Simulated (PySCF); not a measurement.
Some computed properties have been withheld. Give your best values.

Species: C7H13P.
SMILES: `CC#CPC(C)(C)C`

Conformer (atom-mapped SMILES and torsion angles): `[CH3:1][C:2]#[C:3][PH:4][C:5]([CH3:6])([CH3:7])[CH3:8]`: C3–P4–C5–C6 -50°.

```json
{"property": "point group", "level": "PBE0-D3(BJ)/def2-SVP", "value": "C1"}
{"property": "rotational constants A, B, C", "level": "PBE0-D3(BJ)/def2-SVP", "value": "?"}
{"property": "dipole moment", "level": "wB97X-D/def2-SVPD", "value": "1.64 D"}
{"property": "HOMO energy", "level": "wB97X-D/def2-SVPD", "value": "-8.23 eV"}
{"property": "LUMO energy", "level": "wB97X-D/def2-SVPD", "value": "1.81 eV"}
{"property": "lowest singlet excitation", "level": "TDDFT wB97X-D/def2-SVPD", "value": "?"}
{"property": "strongest line among the 10 lowest singlet transitions", "level": "TDDFT wB97X-D/def2-SVPD", "value": "S9 at 7.61 eV (163 nm, f = 0.382)"}
{"property": "lowest triplet excitation (Tamm–Dancoff)", "level": "TDA wB97X-D/def2-SVPD", "value": "4.69 eV"}
{"property": "static isotropic polarisability", "level": "wB97X-D/def2-SVPD", "value": "?"}
{"property": "vertical ionisation energy", "level": "ΔSCF wB97X-D/def2-SVPD", "value": "8.34 eV"}
{"property": "electronic spatial extent ⟨r²⟩ about the centre of nuclear charge", "level": "wB97X-D/def2-SVPD", "value": "1575 bohr²"}
{"property": "13C chemical shifts (computed TMS as zero) by class", "level": "GIAO KT3/pcSseg-1", "value": "101.0 (1 C), 69.3 (1 C), 34.6 (1 C), 30.3 (3 C), 8.0 (1 C) ppm"}
{"property": "1H chemical shifts (computed TMS as zero) by class", "level": "GIAO KT3/pcSseg-1", "value": "4.08 (1 H), 2.16 (3 H), 1.23 (9 H) ppm"}
{"property": "isotropic shieldings of nuclei other than C and H, by class", "level": "GIAO KT3/pcSseg-1", "value": "393 (1 P) ppm"}
```

Gas-phase values; electronic properties from PySCF, density fitting. Geometry: PBE0-D3(BJ)/def2-SVP; no solvent or vibrations. NMR classes are plain means over equivalent atoms (diastereotopic ones count apart unless rotation or inversion swaps them), as if these changed places fast; in this geometry the members of some classes differ.

Question: Give the static isotropic polarisability.

Answer: 113.5 au.

Question: The lowest singlet excitation?

Answer: 5.22 eV (237 nm, f = 0.015).

Question: Give the rotational constants A, B, C.

Answer: 3.079, 0.880, 0.814 GHz.

With B = h/(8π²I), that is 505.379 GHz u Å² over I, the principal moments of inertia are 164.1, 574.2 and 620.6 u Å² (most abundant isotopes); the inertial defect Ic − Ia − Ib is -117.7 u Å² (zero for a rigid planar frame, negative otherwise). The principal polarisabilities are 92.1, 100.2 and 148.4 au; their mean is the isotropic value. In wavenumbers S1 is 42100 cm⁻¹ (1 eV = 8065.54 cm⁻¹).
